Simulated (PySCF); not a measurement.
Geometry:
```csv
atom,x (Å),y (Å),z (Å)
N1,2.252,-0.329,-0.024
C2,0.891,-0.158,-0.025
C3,0.022,-1.247,-0.126
C4,-1.346,-1.077,-0.058
C5,-1.890,0.185,0.110
C6,-1.051,1.282,0.209
C7,0.317,1.107,0.141
Cl8,1.358,2.498,0.256
H9,2.606,-1.181,-0.424
H10,2.804,0.498,-0.186
H11,0.443,-2.234,-0.257
H12,-1.992,-1.938,-0.139
H13,-2.959,0.319,0.164
H14,-1.455,2.274,0.337
```

Theory: GFN2-xTB structure, GIAO PBE0/pcSseg-1 shieldings, in PySCF 2.14 (single conformer, relativity neglected, no solvent, fast rotation and ring inversion assumed for equivalent nuclei).

Chemical shifts δ = σref − σ; ¹³C (σref 186.93), ¹H (σref 31.72) vs TMS; NH3 for ¹⁵N (σref 267.73); HCl for ³⁵Cl (σref 949.78), all at this level.

```tsv
atoms	nucleus	count	δ (ppm)
C4	¹³C	1	?
Cl8	³⁵Cl	1	169
C3	¹³C	1	?
C2	¹³C	1	148.3
N1	¹⁵N	1	?
H9/H10	¹H	2	3.93
H12	¹H	1	7.30
H13	¹H	1	6.84
H11	¹H	1	6.81
C5	¹³C	1	122.1
C7	¹³C	1	126.5
C6	¹³C	1	135.7
H14	¹H	1	?
```

Complete the table.

Answers


- C4: 133.4 ppm, aromatic CH; the aromatic region
- C3: 117.5 ppm, aromatic CH; π donation from the O or N substituent raises the electron density at positions ortho and para to it
- H14: 7.52 ppm, hydrogen on an aromatic CH; it sits in the deshielding region of the aromatic ring current
- N1: 75.9 ppm, aniline-type nitrogen

OH and NH positions are those of a molecule without intermolecular hydrogen bonds; in solution they move with solvent, concentration and temperature, and exchange usually removes their couplings. Carbons that carry Cl, above all several Cl atoms, come out too deshielded, partly because spin–orbit coupling is missing. Shifts are as computed. Against solution values, carbons near 30 ppm lie about +3 ppm off and those near 130 ppm about +5 ppm; carbons on Cl a further +6 ppm. Of 1211 compounds with measured shifts, 218 miss one by over three times the rms of a fit or turn the order of signals round; such compounds aren't used in these exercises. Experimental scales use liquid or dissolved standards, which lie at an offset from isolated NH3 (liquid NH3: subtract about 20 ppm).
